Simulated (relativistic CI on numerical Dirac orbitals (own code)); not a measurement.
## Electric-dipole transitions in Re¹⁹⁺

These numbers are calculated, not measured: Dirac-Coulomb-Breit CI, KLI orbitals optimised for each configuration, model QED (radiative potential, 1s self-energy scaled to tabulated hydrogen-like ionisation energies), unscaled Slater integrals (own radial code, finite nucleus).

Configurations in the expansion (outside the closed core [Ar] 3d10): 4s²4p⁶4d¹⁰4f¹⁰, 4s²4p⁶4d¹⁰4f⁹5s, 4s²4p⁶4d¹⁰4f⁸5s5p, 4s²4p⁶4d¹⁰4f⁹5p, 4s²4p⁶4d⁹4f¹¹, 4s²4p⁶4d¹⁰4f⁹5f, 4s²4p⁶4d¹⁰4f⁹6s, 4s²4p⁵4d¹⁰4f¹¹, 4s²4p⁶4d¹⁰4f⁹7s, 4p⁶4d¹⁰4f¹², 4p⁶4d⁹4f¹³, 4p⁵4d¹⁰4f¹³. Double excitations out of closed p, d and f shells are left out; levels of such configurations are missing from the list, as are those of other unlisted configurations, and high levels can miss mixing partners.

| λ vac (Å) | Lower | Upper | A (s⁻¹) | E lower (cm⁻¹) | E upper (cm⁻¹) |
| --- | --- | --- | --- | --- | --- |
| 269.30 | 4s²4p⁶4d¹⁰4f¹⁰ ⁵I8 [1] | 4s²4p⁶4d¹⁰4f⁹5s ³I°7 [394] | 2.62e+04 | 0 | 371330 |
| 274.42 | 4s²4p⁶4d¹⁰4f¹⁰ ⁵I8 [1] | 4s²4p⁶4d¹⁰4f⁹5s ⁵I°8 [382] | 4.48e+04 | 0 | 364411 |
| 282.89 | 4s²4p⁶4d¹⁰4f¹⁰ ⁵I8 [1] | 4s²4p⁶4d¹⁰4f⁹5s ³I°7 [359] | 3.28e+04 | 0 | 353497 |
| 288.90 | 4s²4p⁶4d¹⁰4f¹⁰ ⁵I8 [1] | 4s²4p⁶4d¹⁰4f⁹5s ⁵H°7 [343] | 1.90e+04 | 0 | 346146 |
| 290.42 | 4s²4p⁶4d¹⁰4f¹⁰ ⁵I5 [4] | 4s²4p⁶4d¹⁰4f⁹5s ³G°5 [397] | 2.51e+04 | 30255 | 374586 |
| 294.65 | 4s²4p⁶4d¹⁰4f¹⁰ ⁵I7 [2] | 4s²4p⁶4d¹⁰4f⁹5s ³I°6 [366] | 1.92e+04 | 16895 | 356277 |
| 296.24 | 4s²4p⁶4d¹⁰4f¹⁰ ⁵I5 [5] | 4s²4p⁶4d¹⁰4f⁹5s ³G°5 [397] | 4.49e+04 | 37026 | 374586 |
| 300.70 | 4s²4p⁶4d¹⁰4f¹⁰ ⁵I8 [1] | 4s²4p⁶4d¹⁰4f⁹5s ³K°8 [315] | 1.75e+04 | 0 | 332555 |
| 305.40 | 4s²4p⁶4d¹⁰4f¹⁰ ³K8 [8] | 4s²4p⁶4d¹⁰4f⁹5s ³I°7 [394] | 4.81e+04 | 43886 | 371330 |
| 309.10 | 4s²4p⁶4d¹⁰4f¹⁰ ⁵I8 [1] | 4s²4p⁶4d¹⁰4f⁹5s ⁵K°7 [290] | 1.85e+04 | 0 | 323523 |
| 311.42 | 4s²4p⁶4d¹⁰4f¹⁰ ⁵I8 [1] | 4s²4p⁶4d¹⁰4f⁹5s ¹L°8 [283] | 2.09e+04 | 0 | 321114 |
| 315.03 | 4s²4p⁶4d¹⁰4f¹⁰ ⁵I8 [1] | 4s²4p⁶4d¹⁰4f⁹5s ³L°8 [272] | 1.04e+04 | 0 | 317432 |
| 315.78 | 4s²4p⁶4d¹⁰4f¹⁰ ⁵I8 [1] | 4s²4p⁶4d¹⁰4f⁹5s ⁵K°9 [270] | 3.87e+04 | 0 | 316677 |
| 316.73 | 4s²4p⁶4d¹⁰4f¹⁰ ⁵I5 [5] | 4s²4p⁶4d¹⁰4f⁹5s ⁵F°5 [357] | 3.10e+04 | 37026 | 352751 |
| 320.64 | 4s²4p⁶4d¹⁰4f¹⁰ ³K8 [8] | 4s²4p⁶4d¹⁰4f⁹5s ¹K°7 [365] | 3.27e+04 | 43886 | 355766 |
| 331.90 | 4s²4p⁶4d¹⁰4f¹⁰ ³L9 [17] | 4s²4p⁶4d¹⁰4f⁹5s ³M°10 [376] | 3.18e+04 | 60109 | 361402 |
| 332.74 | 4s²4p⁶4d¹⁰4f¹⁰ ⁵I7 [2] | 4s²4p⁶4d¹⁰4f⁹5s ³L°8 [272] | 2.93e+04 | 16895 | 317432 |
| 336.49 | 4s²4p⁶4d¹⁰4f¹⁰ ⁵F5 [14] | 4s²4p⁶4d¹⁰4f⁹5s ⁵F°5 [357] | 5.24e+04 | 55566 | 352751 |
| 345.37 | 4s²4p⁶4d¹⁰4f¹⁰ ³M10 [24] | 4s²4p⁶4d¹⁰4f⁹5s ³M°10 [376] | 1.36e+05 | 71860 | 361402 |
| 351.70 | 4s²4p⁶4d¹⁰4f¹⁰ ⁵I5 [4] | 4s²4p⁶4d¹⁰4f⁹5s ³H°6 [267] | 1.52e+04 | 30255 | 314591 |

Terms are leading LS components. Brackets give the number of a level in order of energy, since labels repeat. The list gives strong lines, with weight on those to low levels, without lines whose two gauges differ by over a factor of 2.5, among the lowest 400 of 9016 levels, so that lines to higher ones, which can be the strongest, are missing. Levels whose partners in the same complex of configurations lie outside the list can be far off, and so can their lines. Rates are taken at the computed energies, electric ones in the length gauge.

At this charge energies of transitions that change n are usually good to better than 1 %, and those within a shell (Δn = 0) to a few per cent. Terms inside the open d or f shell come out 10 to 20 % too wide with unscaled integrals.

LS names give the leading component of a level, which can be under half, so a name can repeat, a term be missing and a line seem to break the LS rules.
